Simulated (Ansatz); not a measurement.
AlClH3NS, SMILES `[NH2][Al]([SH])[Cl]`, 7 atoms. Total charge 0; spin multiplicity 1. All runs use 2 threads of a server CPU on a shared host. Correlated methods freeze the cores.

(1) How many basis functions does each run have, and how long does it take in Ansatz? RKS PBE0-D4/def2-QZVPP energy; RHF-CCSD(T)/def2-SVP energy; direct RPA on PBE orbitals/def2-TZVPP energy; RHF-MP2/def2-QZVPP energy; RKS PBE0-D4/def2-TZVP frequencies; RKS ωB97M-V/def2-SVP energy; RKS PBE-QIDH (frozen core)/def2-TZVPP energy; RKS PBE0-D4/def2-TZVP relaxation (6 steps); RKS PBE0-D4/def2-SVP energy; RHF-CCSD(T)/def2-TZVPP energy; RKS ωB97X-V/def2-TZVPP energy; RKS BLYP-D4/def2-TZVPP energy. (Estimate.)

Results:

(1) Computed: Other jobs shared the machine, so times are rough.

```csv
level,job,functions,wall time,peak host memory (GiB)
RKS PBE0-D4/def2-SVP,energy,83,1.6 s,0.17
RHF-CCSD(T)/def2-SVP,energy,83,1.9 s,0.22
RKS BLYP-D4/def2-TZVPP,energy,199,2 s,0.26
direct RPA on PBE orbitals/def2-TZVPP,energy,199,4.4 s,0.35
RKS PBE-QIDH (frozen core)/def2-TZVPP,energy,199,4.7 s,0.41
RKS ωB97M-V/def2-SVP,energy,83,4.9 s,0.25
RKS ωB97X-V/def2-TZVPP,energy,199,7 s,0.55
RKS PBE0-D4/def2-QZVPP,energy,357,7.5 s,1.1
RKS PBE0-D4/def2-TZVP,relaxation (6 steps),160,20 s,0.39
RHF-MP2/def2-QZVPP,energy,357,22 s,1.4
RHF-CCSD(T)/def2-TZVPP,energy,199,36 s,2.1
RKS PBE0-D4/def2-TZVP,frequencies,160,93 s,0.41
```
